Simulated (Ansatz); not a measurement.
Basis sets compared for (ClInSe)3 ring (In3Se3Cl3). Charge 0, multiplicity 1. Geometry PBE-D4/def2-SVP. Ansatz on 2 threads of AMD EPYC 7R13 on a shared host and a share (18 GiB) of an NVIDIA H100 80GB HBM3; times are rough, and most runs start from earlier orbitals.

```xyz
9

In    1.1570    1.8167   -0.7248
Cl    2.3614    3.7102   -1.4803
Se    2.0083    1.0372    1.5271
In    0.5267   -0.9611    1.9908
Cl    1.0696   -1.9620    4.0669
Se   -1.3845   -2.1836    0.8681
In   -1.6761   -0.8610   -1.2701
Cl   -3.4326   -1.7485   -2.5872
Se   -0.6296    1.1519   -2.3905
```

In the def2 sets In takes a core potential; there is no spin–orbit coupling. Single mean-field runs in def2-TZVP are fitted with def2-universal-jkfit.

Binding counts from free atoms (In doublet, Cl doublet, Se triplet) in the same basis, without a counterpoise term.

```json
{"level": "PBE-D4/def2-SVP", "functions": "228", "energy (Eh)": "-9153.1402", "HOMO (eV)": "-6.84", "LUMO (eV)": "-3.92", "binding per atom (eV)": "2.79", "wall time": "6 s"}
{"level": "PBE0-D4/def2-SVP", "functions": "228", "energy (Eh)": "-9153.4798", "HOMO (eV)": "-8.02", "LUMO (eV)": "-3.23", "binding per atom (eV)": "2.73", "wall time": "16 s"}
```

**Question.** Estimate the rows for PBE-D4/def2-TZVP (with forces), PBE0-D4/def2-TZVP.

**Answer.** 
| level | functions | energy (Eh) | HOMO (eV) | LUMO (eV) | binding per atom (eV) | wall time |
| --- | --- | --- | --- | --- | --- | --- |
| PBE-D4/def2-TZVP (with forces) | 405 | -9154.5273 | -6.96 | -4.03 | 2.80 | 2.1 s |
| PBE0-D4/def2-TZVP | 405 | -9154.8593 | -8.09 | -3.31 | 2.75 | 1.9 s |
